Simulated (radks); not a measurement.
Effect of the nuclear size on the tellurium ion Te+, [Kr] 4d10 5s2 5p3. All-electron calculation, Dirac Kohn-Sham, exchange-only LDA, spin-unpolarised, spherical densities, finite nucleus; open shells fill j = l - 1/2 first; Fermi nuclear charge, rms radius 4.7423 fm. Program: a radial shooting solver on a logarithmic mesh with Libxc functionals. The rms radius is varied about that value; shifts are against it.

| rms radius (fm) | total energy shift (eV) | density at nucleus (e/bohr^3) | 1s1/2 shift (meV) | 2s1/2 shift (meV) | 4p1/2 shift (meV) | 5s1/2 shift (meV) | 5p1/2 shift (meV) | 5p3/2 shift (meV) | 6s1/2 (empty) shift (meV) |
|---|---|---|---|---|---|---|---|---|---|
| 3.8128 | -1.88 | 2.354e+05 | -788 | -91.6 | 0.303 | -0.426 | 0.066 | 0.070 | -0.061 |
| 4.5194 | -0.482 | 2.288e+05 | -202 | -23.5 | 0.078 | -0.109 | 0.017 | 0.018 | -0.016 |
| 4.7423 | 0 | 2.27e+05 | 0.000 | 0.000 | 0.000 | 0.000 | 0.000 | 0.000 | 0.000 |
| 4.9794 | 0.534 | 2.252e+05 | 224 | 26.0 | -0.086 | 0.121 | -0.019 | -0.020 | 0.017 |
| 5.3588 | 1.43 | 2.225e+05 | 600 | 69.8 | -0.231 | 0.325 | -0.050 | -0.053 | 0.047 |

Slopes of the eigenvalues against <r^2> in GHz/fm^2, as finite differences over the two radii next to the reference (eigenvalue slopes, not the field-shift constants of lines): 1s1/2 23500, 2s1/2 2740, 4p1/2 -9.05, 5s1/2 12.7, 5p1/2 -1.98, 5p3/2 -2.08, 6s1/2 (empty) 1.84.
